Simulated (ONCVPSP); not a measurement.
**Building the ONCV potential for Nb (PBEsol, fully relativistic).**

ONCVPSP 4.0.1 was run on this input:

```
# ATOM AND REFERENCE CONFIGURATION
# atsym  z   nc   nv     iexc    psfile
  Nb 41.00    6    4  -116133      upf
#
#   n    l    f
    1    0    2.00
    2    0    2.00
    2    1    6.00
    3    0    2.00
    3    1    6.00
    3    2   10.00
    4    0    2.00
    4    1    6.00
    4    2    4.00
    5    0    1.00
#
# PSEUDOPOTENTIAL AND OPTIMIZATION
# lmax
    2
#
#   l,   rc,      ep,       ncon, nbas, qcut
    0    2.20    0.00    4    9    6.50
    1    2.10    0.00    5    9    5.20
    2    2.50    0.00    3    8    7.40
#
# LOCAL POTENTIAL
# lloc, lpopt,  rc(5),   dvloc0
    4    5    1.80    0.00
#
# VANDERBILT-KLEINMAN-BYLANDER PROJECTORs
# l, nproj, debl
    0    2    1.70
    1    2    1.10
    2    2    2.80
#
# MODEL CORE CHARGE
# icmod, fcfact, rcfact
    0    0.00    0.00
#
# LOG DERIVATIVE ANALYSIS
# epsh1, epsh2, depsh
   -4.00    5.00    0.02
#
# OUTPUT GRID
# rlmax, drl
    6.00    0.01
#
# TEST CONFIGURATIONS
# ncnf
    4
# nvcnf
#   n    l    f
    4
    4    0    2.00
    4    1    6.00
    4    2    4.00
    5    0    0.00
#
    4
    4    0    2.00
    4    1    6.00
    4    2    3.00
    5    0    0.00
#
    4
    4    0    2.00
    4    1    6.00
    4    2    2.00
    5    0    0.00
#
    4
    4    0    2.00
    4    1    6.00
    4    2    3.00
    5    0    2.00
#
```

Command:

```bash
oncvpspr.x < Nb.dat > Nb.out
```

Resulting log (shortened: citation, most of the input echo, consistency checks and plot data are left out):

```
ONCVPSP  (Optimized Norm-Conservinng Vanderbilt PSeudopotential)
relativistic version 4.0.1

#   n    l    f        energy (Ha)
    1    0    2.00    -6.9044024D+02
    2    0    2.00    -9.6562702D+01
    2    1    6.00    -8.5116661D+01    -8.8633000D+01
    3    0    2.00    -1.6102228D+01
    3    1    6.00    -1.2547523D+01    -1.3117331D+01
    3    2   10.00    -7.1660570D+00    -7.2721720D+00
    4    0    2.00    -2.1433618D+00
    4    1    6.00    -1.2425053D+00    -1.3199700D+00
    4    2    4.00    -1.1008067D-01    -1.1577597D-01
    5    0    1.00    -1.4748956D-01

Reference configufation results
  iterations    25
  all-electron total energy (Ha)   -3.81799540D+03

Begin loop to  construct optimized pseudo wave functions
and semi-local pseudopoentials for all angular momenta

Calculating optimized projector #   1

 for l=   0

    Fraction of norm inside rc  0.983603
    Optimizing pswf for qcut=   6.50 a_B^-1,  ecut=  21.12 Ha
    Residual kinetic energy error=  3.00D-08 Ha

    Energy error per electron        Cutoff
         Ha          eV             Ha
         0.01000     0.27211        4.21
         0.00100     0.02721       11.09
         0.00010     0.00272       14.30
         0.00001     0.00027       16.68

Calculating optimized projector #   2

 for l=   0

    Fraction of norm inside rc  0.103680
    Optimizing pswf for qcut=   6.50 a_B^-1,  ecut=  21.12 Ha
    Residual kinetic energy error=  1.19D-07 Ha

    Energy error per electron        Cutoff
         Ha          eV             Ha
         0.01000     0.27211        3.33
         0.00100     0.02721       10.34
         0.00010     0.00272       14.23
         0.00001     0.00027       17.04

WARNING wellstate: negative energy specified for n= 5 l=  1
WARNING scattering state with energy  0.25000000
WARNING will be used for the first projector

   Wellstate for l =  1  n =  5 kap= -2
     eigenvalue =   0.2500
     asymptotic potential =   0.7500
     half-point radius =  3.8119

Calculating optimized projector #   1

 for l=   1

    Fraction of norm inside rc  0.932744
    Optimizing pswf for qcut=   5.21 a_B^-1,  ecut=  13.56 Ha
    Residual kinetic energy error=  2.38D-05 Ha

    Energy error per electron        Cutoff
         Ha          eV             Ha
         0.01000     0.27211        8.28
         0.00100     0.02721       10.64
         0.00010     0.00272       12.49
         0.00001     0.00027       15.81

Calculating optimized projector #   2

 for l=   1

    Fraction of norm inside rc  0.125170
    Optimizing pswf for qcut=   5.21 a_B^-1,  ecut=  13.56 Ha
    Residual kinetic energy error=  1.87D-05 Ha

    Energy error per electron        Cutoff
         Ha          eV             Ha
         0.01000     0.27211        7.31
         0.00100     0.02721        9.80
         0.00010     0.00272       11.77
         0.00001     0.00027       22.00

   Wellstate for l =  1  n =  5 kap=  1
     eigenvalue =  -0.2200

Calculating optimized projector #   1

 for l=   1

    Fraction of norm inside rc  0.941987
    Optimizing pswf for qcut=   5.21 a_B^-1,  ecut=  13.56 Ha
    Residual kinetic energy error=  5.09D-05 Ha

    Energy error per electron        Cutoff
         Ha          eV             Ha
         0.01000     0.27211        8.64
         0.00100     0.02721       11.03
         0.00010     0.00272       13.24
         0.00001     0.00027       20.31

Calculating optimized projector #   2

 for l=   1

    Fraction of norm inside rc  0.129574
    Optimizing pswf for qcut=   5.21 a_B^-1,  ecut=  13.56 Ha
    Residual kinetic energy error=  2.30D-05 Ha

    Energy error per electron        Cutoff
         Ha          eV             Ha
         0.01000     0.27211        7.68
         0.00100     0.02721       10.31
         0.00010     0.00272       12.24
         0.00001     0.00027       18.80

   Wellstate for l =  2  n =  7 kap= -3
     eigenvalue =   2.6899
     asymptotic potential =   3.1899
     half-point radius =  4.7107

Calculating optimized projector #   1

 for l=   2

    Fraction of norm inside rc  0.684384
    Optimizing pswf for qcut=   7.40 a_B^-1,  ecut=  27.41 Ha
    Residual kinetic energy error=  1.59D-09 Ha

    Energy error per electron        Cutoff
         Ha          eV             Ha
         0.01000     0.27211       10.79
         0.00100     0.02721       14.39
         0.00010     0.00272       17.48
         0.00001     0.00027       20.04

Calculating optimized projector #   2

 for l=   2

    Fraction of norm inside rc  0.191388
    Optimizing pswf for qcut=   7.40 a_B^-1,  ecut=  27.41 Ha
    Residual kinetic energy error=  2.40D-08 Ha

    Energy error per electron        Cutoff
         Ha          eV             Ha
         0.01000     0.27211       13.30
         0.00100     0.02721       17.00
         0.00010     0.00272       20.14
         0.00001     0.00027       22.59

   Wellstate for l =  2  n =  7 kap=  2
     eigenvalue =   2.6842

Calculating optimized projector #   1

 for l=   2

    Fraction of norm inside rc  0.695469
    Optimizing pswf for qcut=   7.40 a_B^-1,  ecut=  27.41 Ha
    Residual kinetic energy error=  1.39D-09 Ha

    Energy error per electron        Cutoff
         Ha          eV             Ha
         0.01000     0.27211       10.91
         0.00100     0.02721       14.52
         0.00010     0.00272       17.60
         0.00001     0.00027       20.15

Calculating optimized projector #   2

 for l=   2

    Fraction of norm inside rc  0.192078
    Optimizing pswf for qcut=   7.40 a_B^-1,  ecut=  27.41 Ha
    Residual kinetic energy error=  2.58D-08 Ha

    Energy error per electron        Cutoff
         Ha          eV             Ha
         0.01000     0.27211       13.39
         0.00100     0.02721       17.09
         0.00010     0.00272       20.22
         0.00001     0.00027       22.66

Construct Vanderbilt / Kleinmman-Bylander projectors

B matrix Hermiticity error, ll=  0  kap= -1
   1   2    1.5347D-04

  Orthonormal projector coefficients  4.4433E+00  6.4908E-01

B matrix Hermiticity error, ll=  1  kap= -2
   1   2    1.4334D-04

  Orthonormal projector coefficients  1.4560E+00 -7.7800E-02

B matrix Hermiticity error, ll=  1  kap=  1
   1   2    1.5171D-04

  Orthonormal projector coefficients  1.3632E+00 -1.4707E-01

B matrix Hermiticity error, ll=  2  kap= -3
   1   2    1.1595D-04

  Orthonormal projector coefficients -6.3125E-01 -1.5965E-01

B matrix Hermiticity error, ll=  2  kap=  2
   1   2    1.1815D-04

  Orthonormal projector coefficients -6.6856E-01 -1.6962E-01

 Orthonormal scalar projector coefficients, l =  1
  1.4224E+00 -9.7122E-02 -2.1852E-03  1.1284E-03

 Orthonormal spin-orbit projector coefficients, l =  1
  1.4110E-01 -4.8397E-02  2.3741E-02 -8.4041E-03

 Orthonormal scalar projector coefficients, l =  2
 -6.4611E-01 -1.6362E-01 -7.9154E-05 -6.7969E-08

 Orthonormal spin-orbit projector coefficients, l =  2
  1.6736E-02  3.8397E-03 -1.6601E-03 -2.3696E-06

Pseudoatom total energy  -57.067746

Diagnostic tests using Vanderbilt-Kleinman-Bylander pseudopotentials
  relativistic with J = L +/- 1/2 projectors

   l  kap   rcore       rmatch      e in        delta e    norm test   slope test

   0  -1   2.2105438   2.2776607  -2.1433618   0.0000018   1.0001057   1.0000906
   0  -1   2.2105438   2.2776607  -0.1474896   0.0000009   1.0000208   1.0000156

   1  -2   2.1072462   2.1712268  -1.2425053  -0.0000007   1.0001153   1.0001175
   1   1   2.1072462   2.1712268  -1.3199700   0.0000003   1.0001188   1.0001152
   1  -2   2.1072462   2.1712268   0.2500000   0.0000060   1.0001340   1.0001340
   1   1   2.1072462   2.1712268   0.2342424   0.0000081   1.0001340   1.0001340

   2  -3   2.5064366   2.5825374  -0.1100807  -0.0000017   1.0000280   1.0000326
   2   2   2.5064366   2.5825374  -0.1157760  -0.0000002   1.0000315   1.0000203
   2  -3   2.5064366   2.5825374   2.6899193   0.0000101   1.0000878   1.0000878
   2   2   2.5064366   2.5825374   2.6863786   0.0000097   1.0000879   1.0000879

Diagnostic tests using Vanderbilt-Kleinman-Bylander pseudopotentials
  relativistic with scalar and spin-orbit non-local projectors

   l  kap   rcore       rmatch      e in        delta e    norm test   slope test

   0  -1   2.2105438   2.2776607  -2.1433618   0.0000018   1.0001057   1.0000906
   0  -1   2.2105438   2.2776607  -0.1474896   0.0000009   1.0000208   1.0000156

   1  -2   2.1072462   2.1712268  -1.2425053  -0.0000268   1.0000950   1.0000823
   1   1   2.1072462   2.1712268  -1.3199700  -0.0000228   1.0000970   1.0000812
   1  -2   2.1072462   2.1712268   0.2500000  -0.0000219   1.0001618   1.0001618
   1   1   2.1072462   2.1712268   0.2342424  -0.0000288   1.0001633   1.0001633

   2  -3   2.5064366   2.5825374  -0.1100807  -0.0000006   1.0000277   1.0000384
   2   2   2.5064366   2.5825374  -0.1157760   0.0000003   1.0000307   1.0000223
   2  -3   2.5064366   2.5825374   2.6899193   0.0000105   1.0000879   1.0000879
   2   2   2.5064366   2.5825374   2.6863786   0.0000091   1.0000878   1.0000878

Ghost test for J = L + 1/2

 Testing for bound ghosts
   n   l    E NL Schr. Eq   E Basis Diag.   E Cutoff

   1   0       -2.143360       -2.143360     71.99
   2   0       -0.147489       -0.128629     71.99

   2   1       -1.242506       -1.242505     89.40

   3   2       -0.110082       -0.108770     54.84

 Testing for highly-localized positive-energy ghosts
       l    <radius>/rc     E Basis Diag.   E Cutoff

Ghost test for J = L - 1/2

 Testing for bound ghosts
   n   l    E NL Schr. Eq   E Basis Diag.   E Cutoff

   1   0       -2.143360       -2.143360     71.99
   2   0       -0.147489       -0.128629     71.99

   2   1       -1.319970       -1.319969     89.40

   3   2       -0.115776       -0.114597     54.84

 Testing for highly-localized positive-energy ghosts
       l    <radius>/rc     E Basis Diag.   E Cutoff

Test configuration 0

   n   l kap    f        eae           eps        diff
   1   0  -1  2.0000 -690.44024384
   2   0  -1  2.0000  -96.56270162
   2   1  -2  4.0000  -85.11666125
   2   1   1  2.0000  -88.63300012
   3   0  -1  2.0000  -16.10222804
   3   1  -2  4.0000  -12.54752325
   3   1   1  2.0000  -13.11733103
   3   2  -3  6.0000   -7.16605705
   3   2   2  4.0000   -7.27217198
   4   0  -1  2.0000   -2.14336180   -2.14336002    1.78E-06
   4   1  -2  4.0000   -1.24250534   -1.24250609   -7.47E-07
   4   1   1  2.0000   -1.31997001   -1.31996968    3.33E-07
   4   2  -3  2.4000   -0.11008067   -0.11008237   -1.70E-06
   4   2   2  1.6000   -0.11577597   -0.11577619   -2.23E-07
   5   0  -1  1.0000   -0.14748956   -0.14748870    8.58E-07

    Total energies and differences
      AE_ref= -3.81799540E+03  AE_tst= -3.81799540E+03  dif=  0.00E+00
      PS_ref= -5.70677461E+01  PS_tst= -5.70677461E+01  dif=  1.28E-13
      PSP excitation error= -1.28E-13

Test configuration 1

   n   l kap    f        eae           eps        diff
   1   0  -1  2.0000 -690.67599914
   2   0  -1  2.0000  -96.79444466
   2   1  -2  4.0000  -85.34865279
   2   1   1  2.0000  -88.86506825
   3   0  -1  2.0000  -16.33490930
   3   1  -2  4.0000  -12.78018732
   3   1   1  2.0000  -13.34998383
   3   2  -3  6.0000   -7.39841518
   3   2   2  4.0000   -7.50452262
   4   0  -1  2.0000   -2.37850428   -2.37975863   -1.25E-03
   4   1  -2  4.0000   -1.47913360   -1.47965208   -5.18E-04
   4   1   1  2.0000   -1.55631622   -1.55692750   -6.11E-04
   4   2  -3  2.4000   -0.33951958   -0.33952894   -9.36E-06
   4   2   2  1.6000   -0.34567931   -0.34569904   -1.97E-05
   5   0  -1  0.0000   -0.34505067   -0.34505067    0.00E+00

    Total energies and differences
      AE_ref= -3.81799540E+03  AE_tst= -3.81775089E+03  dif=  2.45E-01
      PS_ref= -5.70677461E+01  PS_tst= -5.68232139E+01  dif=  2.45E-01
      PSP excitation error= -2.07E-05

Test configuration 2

   n   l kap    f        eae           eps        diff
   1   0  -1  2.0000 -691.09032958
   2   0  -1  2.0000  -97.21334960
   2   1  -2  4.0000  -85.76722086
   2   1   1  2.0000  -89.28354586
   3   0  -1  2.0000  -16.75170454
   3   1  -2  4.0000  -13.19695191
   3   1   1  2.0000  -13.76681154
   3   2  -3  6.0000   -7.81560960
   3   2   2  4.0000   -7.92174227
   4   0  -1  2.0000   -2.78552385   -2.78582773   -3.04E-04
   4   1  -2  4.0000   -1.87906916   -1.87908023   -1.11E-05
   4   1   1  2.0000   -1.95771729   -1.95772160   -4.31E-06
   4   2  -3  1.8000   -0.69813699   -0.69795907    1.78E-04
   4   2   2  1.2000   -0.70552220   -0.70533353    1.89E-04
   5   0  -1  0.0000   -0.61782011   -0.61782011    0.00E+00

    Total energies and differences
      AE_ref= -3.81799540E+03  AE_tst= -3.81723538E+03  dif=  7.60E-01
      PS_ref= -5.70677461E+01  PS_tst= -5.63077445E+01  dif=  7.60E-01
      PSP excitation error=  1.52E-05

Test configuration 3

psatom_r: WARNING lschvkbb convergence error n,l,kap,iter=   3   2  -3

ea(ii),et,emin,emax -1.208914E-01 -1.329805E-01 -1.329805E-01 -1.329805E-01

psatom_r: WARNING lschvkbb convergence error n,l,kap,iter=   1   0  -1

ea(ii),et,emin,emax -2.170380E+00 -1.953342E+00 -1.953342E+00 -1.953342E+00

psatom_r: WARNING lschvkbb convergence error n,l,kap,iter=   2   1  -2

ea(ii),et,emin,emax -1.268992E+00 -1.142093E+00 -1.142093E+00 -1.142093E+00

psatom_r: WARNING lschvkbb convergence error n,l,kap,iter=   3   2  -3

ea(ii),et,emin,emax -1.208914E-01 -1.088022E-01 -1.088022E-01 -1.088022E-01

psatom_r: WARNING lschvkbb convergence error n,l,kap,iter=   2   0  -1

ea(ii),et,emin,emax -1.652237E-01 -1.487013E-01 -1.487013E-01 -1.487013E-01
run_config_r: WARNING for fully non-local PS atom,
 WARNING no output for configuration 4

Test configuration 4

   n   l kap    f        eae           eps        diff
   1   0  -1  2.0000 -690.53023891
   2   0  -1  2.0000  -96.66006667
   2   1  -2  4.0000  -85.21352584
   2   1   1  2.0000  -88.72971894
   3   0  -1  2.0000  -16.19787838
   3   1  -2  4.0000  -12.64319254
   3   1   1  2.0000  -13.21302721
   3   2  -3  6.0000   -7.26229415
   3   2   2  4.0000   -7.36842451
   4   0  -1  2.0000   -2.23248402   -2.23034163    2.14E-03
   4   1  -2  4.0000   -1.32622845   -1.32534154    8.87E-04
   4   1   1  2.0000   -1.40479472   -1.40374264    1.05E-03
   4   2  -3  1.8000   -0.16824605   -0.16821246    3.36E-05
   4   2   2  1.2000   -0.17469679   -0.17463666    6.01E-05
   5   0  -1  2.0000   -0.17325686   -0.17322297    3.39E-05

    Total energies and differences
      AE_ref= -3.81799540E+03  AE_tst= -3.81801504E+03  dif= -1.96E-02
      PS_ref= -5.70677461E+01  PS_tst= -5.70873838E+01  dif= -1.96E-02
      PSP excitation error= -9.46E-06
```

The run took about 6.2 s on one core of a shared server CPU.
